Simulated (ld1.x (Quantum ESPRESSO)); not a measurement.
# Before and after: PAW potential for titanium (Ti)

| Property | Result |
| --- | --- |
| Element | Ti (Z = 22) |
| Generator | ld1.x (Quantum ESPRESSO) 7.5 |
| Type | PAW |
| Functional | PW91 |
| Relativity | scalar-relativistic |
| Frozen core | [Ne] |
| Valence charge | 12 |
| Reference configuration | 3s2 3p6 3d2 4s1 4p0 (charge +1) |
| Partial waves | 3s (bound): rcut 1.30, rcutus 1.65 bohr; 4s (bound): rcut 1.30, rcutus 1.65 bohr; 3p (bound): rcut 1.85, rcutus 2.25 bohr; 4p (bound, empty): rcut 1.85, rcutus 2.25 bohr; 3d (bound): rcut 2.10, rcutus 2.55 bohr; 3d channel at 1.15 Ry: rcut 2.10, rcutus 2.55 bohr |
| Local potential | all-electron potential smoothed inside 1.40 bohr (lloc = -1) |
| Core correction | Bessel-smoothed model core inside 1.30 bohr |
| Augmentation charge | PSQ, inside the norm-conserving radii |

All-electron outer shells of the reference configuration (PW91, scalar-relativistic, ld1.x):

| shell | level (eV) | outermost node (bohr) | outermost maximum (bohr) |
| --- | --- | --- | --- |
| 2p | -451.82 | – | 0.22 |
| 3s | -69.94 | 0.40 | 0.87 |
| 3p | -46.21 | 0.37 | 0.90 |
| 3d | -11.44 | – | 0.97 |
| 4s | -10.39 | 1.24 | 2.74 |
| 4p | -6.65 | 1.37 | 3.35 |

Change: core [Ar], valence charge 4; reference 3d2 4s0 4p0; waves now 4s (bound): rcut 1.85, rcutus 2.40 bohr; 4s channel at 0.95 Ry: rcut 1.85, rcutus 2.40 bohr; 4p (bound): rcut 3.35, rcutus 3.85 bohr; 4p channel at 1.15 Ry: rcut 3.35, rcutus 3.85 bohr; 3d (bound): rcut 2.10, rcutus 2.70 bohr; 3d channel at 1.15 Ry: rcut 2.10, rcutus 2.70 bohr; local potential all-electron potential smoothed inside 2.00 bohr (lloc = -1); core correction a·sin(br)/r model core, default radius (ld1.x builds one for every PAW set, though the input has nlcc=.false.).

Cutoffs: the cutoffs (Ry, on a coarse ladder) from which the occupation-weighted sum of valence levels, in a spherical-Bessel basis at the reference potential, stays within 10 and 1 mRy of its value at 400 Ry; they do not see the model core or the augmentation charge, which bear on the density cutoff. Errors are all-electron minus pseudo energies relative to the spin-unpolarised reference configuration.

Problem. What does the change do?

Solution. The potential gets softer (25 Ry and 35 Ry → 12 Ry and 15 Ry); the number of tests that count goes from 6 to 0 (the test run of the changed file stopped, so its transferability is not established); neither file shows a bound ghost at the reference potential, the only one tested. The shells moved into the core no longer need plane waves of their own. Several settings change at once here, so the effects cannot be laid on one of them.

```tsv
quantity	base	changed
cutoff, loose	25 Ry	12 Ry
cutoff, tight	35 Ry	15 Ry
bound ghosts	none	none
tests counted (converged, no solver errors)	6 of 7	0 of 7 (the test run stopped)
lowest overlap eigenvalue by channel	s 0.06, p 0.74, d 0.83	s 0.57, p 0.59, d 0.82
```

Base: Tests not counted: 3s2 3p6 3d2 4s0 4p2 (solver errors, printed error -1444 eV). ld1.x printed “convergence not achieved” for 4 of the counted tests; their residual had stalled under 1e-8, short of the target of 1e-14.
